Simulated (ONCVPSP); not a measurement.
**An all-electron radial function and its pseudo partner (potassium)**

Columns: radius, all-electron u(r) and pseudo u(r) of the 3s shell (level -41.36 eV) of potassium in the configuration [Ne] 3s2 3p6; LDA (Perdew-Zunger), scalar-relativistic, ONCV scheme, ONCVPSP 4.0.1.

```
r (bohr)  all-electron  pseudo
   0.098        0.0532  0.0733
   0.195       -0.4084  0.1523
   0.292       -0.4892  0.2424
   0.390       -0.2893  0.3461
   0.488        0.0200  0.4599
   0.585        0.3265  0.5766
   0.682        0.5825  0.6892
   0.780        0.7731  0.7899
   0.878        0.8964  0.8695
   0.975        0.9614  0.9221
   1.072        0.9812  0.9463
   1.170        0.9672  0.9430
   1.268        0.9292  0.9154
   1.365        0.8762  0.8698
   1.463        0.8135  0.8112
   1.560        0.7472  0.7466
   1.658        0.6792  0.6791
   1.755        0.6133  0.6133
   1.852        0.5503  0.5503
   1.950        0.4906  0.4906
   2.047        0.4358  0.4358
   2.145        0.3852  0.3852
   2.242        0.3397  0.3397
   2.340        0.2983  0.2983
   2.438        0.2613  0.2613
   2.535        0.2286  0.2286
```

(1) How many radial nodes do the two functions have?

(2) At about which radius was the pseudo-wave matched?

(3) Where does each function peak?

(4) Is the pseudo-wave norm-conserving?

## Answers

(1) The all-electron 3s function has n − l − 1 = 2; the pseudo-wave has 0, since the states of the same l below it are removed with the core.

(2) 1.95 bohr. The columns agree to 0.0005 from 1.66 bohr on; several derivatives are matched, so the curves merge somewhat inside the radius.

(3) Outermost all-electron maximum near 1.07 bohr, pseudo maximum near 1.07 bohr (to the table’s step).

(4) Yes: the ONCV scheme keeps the norm inside the radius equal to the all-electron one, which fixes the energy derivative of the logarithmic derivative at the level.
